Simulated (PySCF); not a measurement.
## AuCl3: from structure and modes to constants

All numbers come from PySCF, B3LYP, basis Au def2-SVP with ECP60, Cl def2-SVP (scalar-relativistic core potentials, no spin–orbit coupling, density fitting).

The singlet minimum has C2v symmetry. Masses (u): Au 196.96655, Cl 34.96885.

```xyz
4
charge 0 multiplicity 1, angstrom
Au    0.0000    0.0000   -0.1996
Cl    0.0000    0.0000    2.0836
Cl    2.2791    0.0000   -0.4795
Cl   -2.2791    0.0000   -0.4795
```

Harmonic wavenumbers (cm⁻¹): 46.9 (b2, ×1), 108.4 (b1, ×1), 110.5 (a1, ×1), 341.5 (a1, ×1), 354.3 (a1, ×1), 372.8 (b2, ×1).

**Question.** Find the principal moments of inertia and the rotational constants. What kind of rotor is it?

**Answer.** About the centre of mass I = 175.74, 363.27, 539.01 u Å². With B = 16.8576/I this gives 0.09592, 0.0464, 0.03127 cm⁻¹. The molecule is an asymmetric top with κ = -0.53.

**Question.** What is the harmonic zero-point energy?

**Answer.** Half the sum of all 6 wavenumbers, 1334/2 = 667 cm⁻¹, which is 8.0 kJ/mol (1 cm⁻¹ = 0.0119627 kJ/mol).

**Question.** Find the vibrational entropy and heat capacity at 298.15 K.

**Answer.** With u = 1.43878 ω/T, each mode gives S = R[u/(eᵘ−1) − ln(1−e⁻ᵘ)] and C = R u² eᵘ/(eᵘ−1)².
| ω (cm⁻¹) | u | S (J/(mol K)) | C (J/(mol K)) |
| --- | --- | --- | --- |
| 46.9 | 0.226 | 20.69 | 8.28 |
| 108.4 | 0.523 | 13.80 | 8.13 |
| 110.5 | 0.533 | 13.64 | 8.12 |
| 341.5 | 1.648 | 5.04 | 6.66 |
| 354.3 | 1.710 | 4.80 | 6.55 |
| 372.8 | 1.799 | 4.47 | 6.39 |
The sums over all modes are S = 62.4 and C = 44.1 J/(mol K); the softest mode gives 33 % of the entropy.

**Question.** Give the standard entropy (298.15 K, 1 bar) by its translational, rotational, vibrational and spin parts, and Cp.

**Answer.** Sackur–Tetrode with M = 301.87 u gives 180.1; rotation with symmetry number 2 gives 114.9; vibration 62.4; spin R ln 1 = 0.0. The total is 357.4 J/(mol K), and Cp = 4 R + 44.1 = 77.4 J/(mol K).

This need not be the most stable arrangement of these atoms. No spin–orbit coupling is included, which matters more the heavier the element.
